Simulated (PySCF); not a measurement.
# Radial density of Zn²⁺ (zinc, charge +2)

wB97M-V, [Ar] 3d9 4s1, 4s spin antiparallel (an excited configuration). Calculation: PySCF 2.14, in aug-cc-pVDZ-PP with ECP10MDF (5s5p4d2f, 54 functions); scalar relativity through the core potential. This is the valence pseudo-density: the core potential removes the inner electrons and smooths the orbitals near the nucleus.

```tsv
r (bohr)	4πr²ρ (e/bohr)	4πr²(ρα − ρβ)
0.00638	1.399e-05	0.0000
0.0107	3.938e-05	0.0000
0.0181	0.0001165	0.0000
0.0304	0.0005040	0.0000
0.0511	0.005133	0.0004
0.0859	0.07114	0.0076
0.145	0.7122	0.0775
0.243	4.514	0.4055
0.409	17.81	1.0023
0.688	22.35	1.1228
1.16	6.708	0.2284
1.95	1.111	-0.4551
3.27	0.2224	-0.2018
5.51	0.004176	-0.0042
9.26	8.940e-05	-0.0001
```

Energies and moments cover only the electrons outside the core potential. With the s spin flipped the determinant is a mixture of two multiplicities, not a spectroscopic state.
